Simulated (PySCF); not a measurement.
**Electron correlation in Ga⁺ (gallium, charge +1)**

[Ar] 3d10 4s2, closed-shell 1S. Computed with PySCF 2.14 in cc-pVDZ-DK, with scalar relativity by spin-free X2C-1e. Frozen: [Ar] 3d10; 2 electrons correlated.

Total MP2 correlation energy: -23.45 mhartree.

Same-spin part 0.00 and opposite-spin part -23.45 mhartree; SCS-MP2 scales them by 1/3 and 6/5 to -28.13 mhartree.

With two correlated electrons CCSD is exact within the correlated space (frozen core and kept virtual orbitals).

```csv
level,correlation energy (mhartree)
CCSD,-35.62
```

Diagnostics: T1 = 0.0051, D1 = 0.0072, largest double amplitude 0.098.

Cost of the coupled-cluster step: 0.08 s of wall time on 1 thread of Neoverse-N1 (shared host), for 2 correlated electrons.
